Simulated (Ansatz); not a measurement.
Breaking the O6–H7 bond in CH4OSn (SMILES [CH3][Sn][OH]) (multiplicity 1 held, fragments rigid). Energies count from the point at 0.963 Å.
Geometry at that point (charge 0, multiplicity 1):
```xyz
7

Sn     0.022    -0.064     0.389
C      0.419     1.607    -0.982
H     -0.202     2.469    -0.726
H      0.201     1.288    -2.001
H      1.464     1.921    -0.912
O     -0.538    -1.251    -1.130
H     -0.799    -2.137    -0.857
```

U- levels take the lowest unrestricted solution at each point, which mixes spins at long bonds. Active spaces are followed from a long bond inwards. Levels need not reach the same state.

Cores are frozen in the correlated methods. Filled d and f shells under p-block atoms count as core.

Codes used: Ansatz (Gaussian basis) for Hartree–Fock, density functionals and correlated methods.  In def2 rows elements past Kr take small-core potentials, without spin–orbit coupling.

Problem. Predict the energy at R = 3.083 Å from U-MP2/def2-TZVPP.

Solution. 5.36 eV

Problem. What energy at R = 3.083 Å does U-CCSD/def2-TZVPP give?

Solution. 4.98 eV

Problem. Predict the energy at R = 3.083 Å from CASSCF(4,3)/def2-TZVPP.

Solution. 4.33 eV

Doubts at one or more of the structures used: a spin-contaminated determinant (U-MP2/def2-TZVPP, U-CCSD/def2-TZVPP); active orbitals that take no part (CASSCF(4,3)/def2-TZVPP).

Ansatz is a program for electronic structure.
